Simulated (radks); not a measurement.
The numbers below are computed, except where a source is named.
Valence configurations of Dy (all share [Xe]). Level of theory: Dirac Kohn-Sham, PBE, spin-unpolarised, spherical densities, finite nucleus; open shells are shared between the two j in proportion to 2j + 1; Fermi nuclear charge, rms radius 5.2218 fm (a radial shooting solver on a logarithmic mesh with Libxc functionals). Energies are relative to 4f10 6s2; eigenvalues in eV.

| valence | E (eV) | e(4f5/2) | e(4f7/2) | e(5d3/2) | e(5d5/2) | e(6p1/2) |
|---|---|---|---|---|---|---|
| 4f10 6s2 | 0.000 | -3.601 | -2.724 | - | - | - |
| 4f9.5 6s2 6p0.5 | 1.904 | -8.024 | -7.115 | - | - | -1.898 |
| 4f9 5d1 6s2 | 4.311 | -9.696 | -8.756 | -2.487 | -2.202 | - |
| 4f10 6p2 | 5.480 | -6.308 | -5.429 | - | - | -2.489 |
| 4f9 6s2 6p1 | 5.875 | -12.903 | -11.960 | - | - | -2.438 |
| 4f9 5d2 6s1 | 6.417 | -8.400 | -7.460 | -1.778 | -1.531 | - |
| 4f8 5d3 6s1 | 15.376 | -14.766 | -13.763 | -2.584 | -2.253 | - |

NIST lists [Xe] 4f10 6s2 as the ground configuration; this level of theory agrees among the configurations tried. The energies are those of spherical spin-averaged densities, not of single terms. No valid solution was reached for [Xe] 4f11 6s1; [Xe] 4f11 6p1; [Xe] 4f10.5 6s1.5.
